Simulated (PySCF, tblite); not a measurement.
Isomers of C5H5F3N2. Computed with GFN2-xTB (tblite): harmonic, unscaled wavenumbers at the GFN2-xTB geometry, gas phase. Errors from tens to a few hundred cm⁻¹ against measured bands are possible. One conformer each.

Electronic energies: PBE0/pcSseg-1 single points on the GFN2-xTB geometries (PySCF, gas phase).

| SMILES | electronic energy, lowest = 0 (kcal/mol) |
| --- | --- |
| C=C/C=N\N=C/C(F)(F)F | 56.2 |
| Cc1cc(C(F)(F)F)[nH]n1 | 0.0 |
| Cc1cn[nH]c1C(F)(F)F | 1.0 |

Problem. How do GFN2-xTB zero-point energies change the relative energies?

Solution. 
```
               SMILES  ZPE (kcal/mol)  of it from modes above 1550 cm⁻¹  electronic (kcal/mol)  with ZPE, lowest = 0 (kcal/mol)  lowest mode (cm⁻¹)  rings
Cc1cc(C(F)(F)F)[nH]n1            62.6                              24.8                    0.0                              0.0                  8i      1
  Cc1cn[nH]c1C(F)(F)F            62.7                              24.8                    1.0                              1.1                  19      1
 C=C/C=N\N=C/C(F)(F)F            60.1                              29.4                   56.2                             53.8                  10      0
```

The zero-point energies span 2.6 kcal/mol, from `C=C/C=N\N=C/C(F)(F)F` to `Cc1cn[nH]c1C(F)(F)F`. Slightly imaginary modes are left out of the zero-point energy: `Cc1cc(C(F)(F)F)[nH]n1` 7.6i cm⁻¹. The order is unchanged.

Problem. And how do the electronic energies of GFN2-xTB itself compare?

Solution. `Cc1cc(C(F)(F)F)[nH]n1` 0.0; `Cc1cn[nH]c1C(F)(F)F` 0.0; `C=C/C=N\N=C/C(F)(F)F` 46.8 kcal/mol, lowest = 0. Against the energies above, taken from the same isomer `Cc1cc(C(F)(F)F)[nH]n1`, the largest difference is 9.4 kcal/mol.
